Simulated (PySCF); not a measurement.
SMILES [O]=[Ru](=[O])(=[O])=[O] (CAM-B3LYP/def2-SVP optimised geometry):

```
5

Ru    -0.554    -0.783     0.000
O     -1.107     0.783     0.000
O     -1.108    -1.566     1.356
O      1.107    -0.783     0.000
O     -1.107    -1.566    -1.356
```

Method: CAM-B3LYP/def2-TZVP, def2 effective core potentials past Kr run with PySCF.

Problem. What are the frontier orbital energies and the dipole moment?

Solution. HOMO-2 -11.90 eV, HOMO-1 -11.90 eV, HOMO -11.90 eV, LUMO -4.05 eV, LUMO+1 -4.05 eV; dipole moment 0.00 D.

On the same geometry PBE/def2-TZVP, def2 effective core potentials past Kr run with PySCF gives HOMO-2 -8.88 eV, HOMO-1 -8.88 eV, HOMO -8.88 eV, LUMO -5.43 eV, LUMO+1 -5.42 eV; dipole moment 0.00 D.
